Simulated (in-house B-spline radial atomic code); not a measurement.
# Ionising Sr3+ with different functionals

Computed with an all-electron radial atomic-structure program (B-spline basis): scalar-relativistic (spin-free X2C) Hamiltonian, Fermi nucleus of rms radius 4.224 fm, spin-polarised at highest spin, spherical fractional occupations for the functionals, and exact exchange of hybrids averaged over the configuration. The ionisation energy is the difference of two self-consistent energies, [Ar] 3d10 4s2 4p5 → [Ar] 3d10 4s2 4p4, without Breit or QED terms; ε is the level of the shell that loses the electron (its least bound occupied spin orbital). There is no spin-orbit coupling in this Hamiltonian.

| method | rung | ΔSCF (eV) | -ε(4p) (eV) |
| --- | --- | --- | --- |
| PBE0 | global hybrid | ? | ? |
| B3LYP | global hybrid | 56.47 | 51.14 |
| TPSSh | global hybrid | 56.46 | 50.48 |
| BHandHLYP | global hybrid | ? | ? |
| r2SCAN0 | global hybrid | 56.55 | 51.76 |
| B97-1 | global hybrid | 56.34 | 51.13 |
| HSE06 | range-separated hybrid | 56.37 | 51.03 |
| wB97X | range-separated hybrid | 56.24 | 53.99 |
| CAM-B3LYP | range-separated hybrid | 56.46 | 53.03 |
| LC-wPBE | range-separated hybrid | 56.48 | 54.59 |

Q: What does PBE0 give?

A: ΔSCF 56.39 eV, and -ε(4p) = 51.49 eV.

Q: What does BHandHLYP give?

A: ΔSCF 56.29 eV, and -ε(4p) = 53.20 eV.

Q: Among the functionals, which spreads more, the ΔSCF values or the orbital energies?

A: The orbital energies: ΔSCF values span about 0.32 eV and the orbital energies 4.12 eV; here energy differences depend much less on the functional than eigenvalues do.

Q: How do they compare with the NIST value?

A: NIST lists 56.280 eV ± 0.003 (semi-empirical, ground level to ground level). Errors run from -0.04 to +0.27 eV; BHandHLYP is closest (+0.01 eV), but part of that can be cancellation, since the calculations leave out spin-orbit coupling, Breit-QED terms, multiplet and fine-structure energies.
